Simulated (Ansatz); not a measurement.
Consider the ligand exchange at a B–C bond: `CCBCN` + CH₃SH → `CCBSC` + CH₃NH₂.

Calculated with Ansatz (gas phase, PBE0-D4/def2-TZVP geometries, no zero-point term in ΔE). CCSD(T)/CBS adds triple-zeta CCSD(T) − MP2 to the extrapolated MP2 energy (def2 sets, frozen cores). This one scheme is used for every species. Functionals use def2-TZVPP. Each species was taken in one conformer, which may not be the lowest.

(1) Is it downhill or uphill in electronic energy at CCSD(T)/CBS, and by how much? (Best estimate.)

(2) What do these levels give: PBE-D4, ωB97X-V, r2SCAN, PBE0, HF/def2-TZVPP, MP2/def2-TZVPP, HF/def2-QZVPP, MP2/def2-QZVPP, SCS-MP2/def2-QZVPP, HF/CBS(def2), MP2/CBS(def2), CCSD/CBS(def2)? (Best estimate.)

Largest T1 diagnostic among the species: 0.012.

Results:

(1) Computed: Downhill: ΔE = -99.8 kJ/mol.

(2) Computed: PBE-D4 -103.2, ωB97X-V -95.4, r2SCAN -102.2, PBE0 -99.1, HF/def2-TZVPP -89.6, MP2/def2-TZVPP -104.9, HF/def2-QZVPP -88.6, MP2/def2-QZVPP -104.1, SCS-MP2/def2-QZVPP -100.7, HF/CBS(def2) -88.4, MP2/CBS(def2) -104.2, CCSD/CBS(def2) -95.9 kJ/mol.

In def2-TZVPP, CCSD(T) changes the Hartree–Fock value by −11.0 kJ/mol (the triples alone add −3.9 kJ/mol) and MP2 by −15.3 kJ/mol.
